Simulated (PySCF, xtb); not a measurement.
CH₆SSiTe, SMILES CS[Te][SiH3]. One conformer was computed; it need not be the lowest.

Harmonic wavenumbers (cm⁻¹) from GFN2-xTB run with xtb at its own minimum, in rising order: 43, 66, 89, 145, 179, 343, 360, 485, 491, 716, 751, 766, 800, 946, 947, 1319, 1453, 1456, 2239, 2286, 2311, 3024, 3032, 3052.

Problem. What does B3LYP-D3(BJ)/def2-SVP (PySCF) give at its own minimum? (The exact figures need the calculation; the answer reports its results.)

Solution. 64, 93, 133, 173, 193, 323, 342, 549, 554, 693, 889, 934, 949, 961, 964, 1328, 1435, 1454, 2210, 2227, 2239, 3036, 3137, 3154. Paired by order, the mean absolute difference is 51 cm⁻¹ and the zero-point energies are 39.0 and 40.1 kcal/mol.
